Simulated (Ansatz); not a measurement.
```yaml
crystal:
  periodic: [false, false, false]
  atoms:
    - {symbol: C, position_ang: [-0.430613, 0.544461, -0.587157]}
    - {symbol: N, position_ang: [0.065579, -0.189791, -0.267467]}
    - {symbol: Sn, position_ang: [0.294852, -0.448717, 1.111595]}
    - {symbol: F, position_ang: [1.048505, -1.404904, 0.800393]}
    - {symbol: H, position_ang: [-0.291836, 0.645983, -1.109510]}
    - {symbol: H, position_ang: [-1.253319, 0.329438, -0.607352]}
    - {symbol: H, position_ang: [-0.347994, 1.154186, -0.115826]}
    - {symbol: H, position_ang: [-0.001385, -0.800702, -0.669204]}
    - {symbol: H, position_ang: [1.096929, 0.270545, 1.503452]}
basis:
  gaussian: {orbitals: def2-TZVPP, nuclear_model: gaussian}
magnetization: {spin_polarized: true, initial_magnetization: 1}
hamiltonian: {xc: {name: HSE06}}
scf: {lower_state_search: off}
output: {forces: true}
```

```sh
$ ansatz run in.yaml --threads 4 --pin off --events-out ev --progress --plain --max-ram 10444MiB
```

Shortened log:

```
Functional definition: HSE06
1247 factors; their error is unknown
86 factors; integrals over basis functions are off by at most 3.4e-7 eV
mean field evaluation 1: about -11039.8550 eV, gradient 1.1e2 eV
mean field evaluation 2: about -10895.0068 eV, gradient 1.9e2 eV
mean field evaluation 4: about -11072.7847 eV, gradient 1.6e1 eV
mean field evaluation 8: about -11073.3754 eV, gradient 1.8e-1 eV
mean field evaluation 16: about -11073.4634 eV, gradient 3.3e-4 eV
mean field -11073.46342743 eV, -406.9422750949 hartree, gradient 5.3e-6 eV, S^2 0.752806; 0 other end points of the search recorded, 0 dependent functions left out
reference -11073.46347666 eV, -406.9422769042 hartree; 25, 24 occupied and 188, 189 virtual orbitals, 1247 factors
Total energy: -11073.46347666 eV, -406.9422769042 hartree
Atom 0 at    -0.430613     0.544461    -0.587157 Å, force   -58.794238    24.562356    62.578829 eV/Å
Atom 1 at     0.065579    -0.189791    -0.267467 Å, force    35.075677   -30.445592    -4.801310 eV/Å
Atom 2 at     0.294852    -0.448717     1.111595 Å, force   -77.363419    59.473263    73.100843 eV/Å
Atom 3 at     1.048505    -1.404904     0.800393 Å, force    72.274212   -93.557822   -26.676449 eV/Å
Atom 4 at    -0.291836     0.645983    -1.109510 Å, force    27.547116    25.321587  -111.301766 eV/Å
Atom 5 at    -1.253319     0.329438    -0.607352 Å, force   -18.038762    -1.608560    -1.067727 eV/Å
Atom 6 at    -0.347994     1.154186    -0.115826 Å, force     1.204539    24.102395    14.759780 eV/Å
Atom 7 at    -0.001385    -0.800702    -0.669204 Å, force    -1.330051   -26.926351   -17.812696 eV/Å
Atom 8 at     1.096929     0.270545     1.503452 Å, force    19.424925    19.078723    11.220495 eV/Å
Dipole moment:     0.036560    -0.025526    -0.453974 e Å
Checks for a lower state left out: stability, starts, cluster_reference, orbital_swaps, neighbouring_geometries, increment
```

In this input the geometry is squeezed to about two thirds of its size. The run converged. The result belongs to that input, not to the molecule as meant.
